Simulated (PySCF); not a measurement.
C2H5S, doublet, at a GFN2-xTB geometry. Base run: CCSD(T)/STO-3G (PySCF).

PySCF was given this input:
```python
from pyscf import gto, scf, cc

mol = gto.M(
    atom='''
C     1.482554    0.659323   -0.016558
C    -0.031544    0.783952    0.002485
S    -0.844717   -0.823715    0.008237
H    -0.371046    1.312006    0.895435
H    -0.392973    1.316748   -0.878969
H     1.933955    1.649482   -0.019490
H     1.830643    0.118414    0.860426
H     1.808830    0.123132   -0.904755
''',
    basis='sto-3g',
    charge=0,
    spin=1,
    verbose=4,
)

mf = scf.UHF(mol)
mf.kernel()

mycc = cc.CCSD(mf)
mycc.kernel()
et = mycc.ccsd_t()
print('E(CCSD(T)) = %.10f' % (mycc.e_tot + et))
```

**Question.** The base was run again with changes. Order these runs by total energy, lowest first: method = mp2 | frozen = 6 | method = cisd.

**Answer.** frozen = 6 (ΔE vs base (kcal/mol) 0.72), method = cisd (ΔE vs base (kcal/mol) 6.81), method = mp2 (ΔE vs base (kcal/mol) 24.82)

Open shells are given as the SCF converged; they aren't shown to be the lowest states, and a large step between rows can be another state.
